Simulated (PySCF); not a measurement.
A run for PySCF: R-HF/STO-3G on C3H5F (a complex), monomers drawn apart or pushed together.

```python
from pyscf import gto, scf, dft, mp
from pyscf.data.elements import chemcore

mol = gto.M(
    atom='''
    C    -0.13296582   -0.10574667    0.11218648
    C     0.35732020    0.38157968   -0.86583565
    H    -0.55975168   -0.53367843    0.98988141
    H     0.78737977    0.81099856   -1.73748790
    C     0.62122775   -0.11427873    3.96713595
    F    -0.48534547   -0.83878156    3.51909905
    H     1.10425586    0.34818503    3.10633440
    H     0.27448760    0.64830682    4.66424947
    H     1.30542624   -0.80217565    4.46352178
    ''',
    basis='sto-3g',
    charge=0, spin=0, verbose=3, max_memory=1800)
mf = scf.RHF(mol)
mf.conv_tol = 1e-8
mf.max_cycle = 100
mf.kernel()
if not mf.converged:
    mf = mf.newton().run(mf.mo_coeff, mf.mo_occ)
```

Program output:

```
converged SCF energy = -213.02297298269
```

Self-consistency was reached.

Cost: very roughly 0.12 core-seconds.
